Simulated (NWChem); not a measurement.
Ionisation of H2B

```
B
H 1 1.2050
H 1 1.2050 2 129.14
```
Charge 0, spin multiplicity 2.

All runs are NWChem calculations. Structure: optimised with UPBE0/def2-SVP, a minimum by its harmonic frequencies.

Basis set: def2-TZVPD. −ε marks an orbital energy of the parent.

B3LYP has NWChem's definition, with VWN1-RPA local correlation. The structure started from a generated list of species. The unpaired electrons of the parent sit in orbitals of symmetry a1 (C2v labels of the run); other states weren't searched. No SCF solution was tested for a lower state.

Problem. For the first vertical ionisation energy, −ε(alpha HOMO) of B3LYP gives 5.90 eV and −ε(alpha HOMO) of BP86 gives 5.02 eV. What do −ε(alpha HOMO) of PBE, G0W0@PBE, G0W0@B3LYP give?

Solution. −ε(alpha HOMO) of PBE: 4.95 eV; G0W0@PBE: 8.42 eV; G0W0@B3LYP: 8.71 eV.
